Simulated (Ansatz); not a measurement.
Single points on (FInO)3 ring (In3O3F3).

```yaml
crystal:
  periodic: [false, false, false]
  atoms:
    - {symbol: In, position_ang: [0.587196, -0.725001, 1.770952]}
    - {symbol: F, position_ang: [1.157633, -1.420034, 3.495701]}
    - {symbol: O, position_ang: [-1.357582, -0.468153, 1.386669]}
    - {symbol: In, position_ang: [-1.947828, 0.267330, -0.375838]}
    - {symbol: F, position_ang: [-3.839879, 0.538658, -0.735966]}
    - {symbol: O, position_ang: [-0.585117, 0.726008, -1.764471]}
    - {symbol: In, position_ang: [1.360996, 0.455535, -1.396497]}
    - {symbol: F, position_ang: [2.682314, 0.888963, -2.756429]}
    - {symbol: O, position_ang: [1.942267, -0.263296, 0.375878]}
basis:
  gaussian: {orbitals: def2-TZVP, initial_orbitals: start.molden}
hamiltonian: {xc: {name: B3LYP}, dispersion: d4}
scf: {omitted_lower_state_checks: [starts]}
output: {orbitals: {seedname: orbitals}}
```

The file start.molden holds the orbitals of an earlier run on this structure, at another level or in another basis.

```sh
$ ansatz run in.yaml --threads 2 --pin off --events-out ev --progress --plain --max-ram 20480MiB --backend cuda --devices 0, --max-vram 18GiB
```

Shortened log:

```
Functional definition: B3LYP
2316 factors; their error is unknown
mean field evaluation 1: about -29829.1674 eV, gradient 1.0e1 eV
mean field evaluation 2: about -29829.2701 eV, gradient 1.1e-1 eV
mean field evaluation 4: about -29829.4081 eV, gradient 3.0e-4 eV
mean field -29829.40809360 eV, -1096.2105283408 hartree, gradient 1.4e-5 eV, S^2 0.000000; 0 other end points of the search recorded, 0 dependent functions left out
reference -29829.40848716 eV, -1096.2105428039 hartree; 57, 57 occupied and 279, 279 virtual orbitals, 2316 factors
Total energy: -29829.91250579 eV, -1096.2290651470 hartree
Checks for a lower state left out: starts
```

Hardware: 2 threads of AMD EPYC 7R13 on a shared host and a share (18 GiB) of an NVIDIA H100 80GB HBM3. Wall time 2.5 s, peak host memory 0.87 GiB.

First input, but with `hamiltonian: {xc: pbe}`, `correlation: {method: rpa}` and without the key `output` (abridged; 4.9 s):

```
Functional definition: PBE
mean field -29810.99712551 eV, -1095.5339377430 hartree, gradient 1.1e-6 eV, S^2 0.000000
18 core orbitals not correlated: weight in the atoms' cores, before any rotation towards them, 1.000 or more for the frozen orbitals, at most 0.000 for the correlated occupied ones
Total energy: -29770.89196898 eV, -1094.0601004246 hartree
Checks for a lower state left out: starts
```

As the first input, with `gaussian: {orbitals: def2-SVP, initial_orbitals: start.molden}`, `correlation: {method: ccsd_t}` and without the key `hamiltonian` (abridged; 5.5 s):

```
Functional definition: HF
mean field -29666.45060349 eV, -1090.2219510357 hartree, gradient 7.1e-6 eV, S^2 0.000000
18 core orbitals not correlated: weight in the atoms' cores, before any rotation towards them, 1.000 or more for the frozen orbitals, at most 0.000 for the correlated occupied ones
second order -37.84550097 eV of doubles, -0.00000000 eV of singles
cycle   1  -36.07338630 eV  change     1.8e0 eV  update   2.3e-1
cycle   2  -37.30299906 eV  change    -1.2e0 eV  update   8.7e-2
cycle   3  -37.66969711 eV  change   -3.7e-1 eV  update   4.4e-2
cycle   4  -37.66142537 eV  change    8.3e-3 eV  update   1.3e-2
cycle   5  -37.64129888 eV  change    2.0e-2 eV  update   4.8e-3
cycle   6  -37.64110807 eV  change    1.9e-4 eV  update   2.0e-3
cycle   7  -37.64185540 eV  change   -7.5e-4 eV  update   7.2e-4
cycle   8  -37.64143550 eV  change    4.2e-4 eV  update   3.4e-4
cycle   9  -37.64138225 eV  change    5.3e-5 eV  update   1.4e-4
cycle  10  -37.64162569 eV  change   -2.4e-4 eV  update   7.0e-5
cycle  11  -37.64150462 eV  change    1.2e-4 eV  update   3.5e-5
cycle  12  -37.64148056 eV  change    2.4e-5 eV  update   1.2e-5
perturbative correction -1.07997701 eV, -0.0396884230 hartree
Total energy: -29705.17206106 eV, -1091.6449383551 hartree
Checks for a lower state left out: starts
```

First input, but with `hamiltonian: {xc: hse06, dispersion: d4}` (abridged; 2.7 s):

```
Functional definition: HSE06
mean field -29809.17642010 eV, -1095.4670280530 hartree, gradient 1.1e-5 eV, S^2 0.000000
Total energy: -29809.43583322 eV, -1095.4765613095 hartree
Checks for a lower state left out: starts
```

The first input with `hamiltonian: {xc: {name: wB97M-V}}` (abridged; 3.5 s):

```
Functional definition: wB97M-V
mean field -29816.96886365 eV, -1095.7533950716 hartree, gradient 2.2e-5 eV, S^2 0.000000
Total energy: -29816.96898669 eV, -1095.7533995932 hartree
Checks for a lower state left out: starts
```

The first input with `gaussian: {orbitals: def2-SVP, initial_orbitals: start.molden}`, `hamiltonian: {xc: pbe0, dispersion: d4}` (abridged; 5.5 s, on the CPU threads alone):

```
Functional definition: PBE0
mean field -29790.79867408 eV, -1094.7916583437 hartree, gradient 2.7e-5 eV, S^2 0.000000
Total energy: -29791.06770193 eV, -1094.8015449350 hartree
Checks for a lower state left out: starts
```

As the first input, with `hamiltonian: {xc: r2scan, dispersion: d4}` (abridged; 2.6 s):

```
Functional definition: r2SCAN
mean field -29824.24244324 eV, -1096.0206941916 hartree, gradient 1.2e-5 eV, S^2 0.000000
Total energy: -29824.31488818 eV, -1096.0233564938 hartree
Checks for a lower state left out: starts
```

Geometry: r2SCAN-D4/def2-SVP.

In the def2 sets In takes a core potential; there is no spin–orbit coupling. B3LYP takes the VWN-RPA correlation. HSE06 is defined as in plane-wave codes, on full-range PBE exchange. Correlated methods freeze 18 core orbitals; core or outer-core shells of In are correlated, in sets that lack core-valence functions.
